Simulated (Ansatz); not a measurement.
Cost and result up the ladder for B7P7H20, a nanocrystal cut from zinc blende BP (hydrogen-capped) (34 atoms). Total charge 0; singlet. Geometry: PBE-D4/def2-SVP.

```xyz
34

B     1.535    2.131    1.497
B     0.346   -2.705   -1.220
B     1.351    0.427   -1.262
B     0.515   -0.952    1.559
B    -1.598    1.451    2.117
B    -1.767   -0.250   -0.645
B    -0.758    2.836   -0.719
P     0.720   -2.679    0.702
P     1.695    0.358    0.678
P    -0.337    2.637    1.189
P     1.524   -1.353   -2.009
P    -1.473   -2.004   -1.417
P    -0.513    1.037   -1.456
P    -1.322   -0.297    1.274
H     2.301    2.871    0.890
H     1.765    1.989    2.692
H     0.487   -3.809   -1.718
H     2.123    1.192   -1.818
H     0.770   -1.041    2.750
H    -1.299    1.324    3.299
H    -2.758    1.773    1.891
H    -2.925    0.097   -0.819
H     0.056    3.561   -1.280
H    -1.937    3.128   -0.885
H     2.020   -3.247    0.895
H    -0.078   -3.701    1.309
H     3.029   -0.147    0.826
H    -0.502    3.931    1.772
H     2.862   -1.859   -1.945
H     1.325   -1.385   -3.426
H    -1.809   -2.065   -2.807
H    -2.372   -2.995   -0.910
H    -0.789    1.027   -2.863
H    -2.189   -1.280    1.859
```

Ansatz on 2 threads of AMD EPYC 7R13 on a shared host and a share (18 GiB) of an NVIDIA H100 80GB HBM3. Times are rough, and most runs start from the orbitals of an earlier one. PBE0-D4/def2-TZVP serves as the yardstick here, not as an exact answer. Differences are given only for rows in sets of like size (and for xTB, whose basis is part of the method), since another set adds its own error. Binding counts from free atoms at the same level (B doublet, P quartet, H doublet; other spins of the atoms weren't run), without zero-point energy or a counterpoise term.

Single mean-field runs in def2-TZVP are fitted with def2-universal-jkfit.

| level | functions | wall time |
| --- | --- | --- |
| PBE-D4/def2-SVP | 324 | 2.8 s |
| PBE0-D4/def2-SVP | 324 | 3.4 s |
| r2SCAN-D4/def2-TZVP | 596 | 4.3 s |
| PBE-D4/def2-TZVP (with forces) | 596 | 4.5 s |
| PBE0-D4/def2-TZVP (with forces) | 596 | 4.7 s |

(1) Estimate what each level gives for the binding energy per atom (eV).

Answers

(1) 
```csv
level,binding energy per atom (eV),difference from PBE0-D4/def2-TZVP (eV)
PBE-D4/def2-SVP,3.57,–
PBE0-D4/def2-SVP,3.55,–
r2SCAN-D4/def2-TZVP,3.52,-0.02
PBE-D4/def2-TZVP (with forces),3.56,0.03
PBE0-D4/def2-TZVP (with forces),3.53,0.00
```
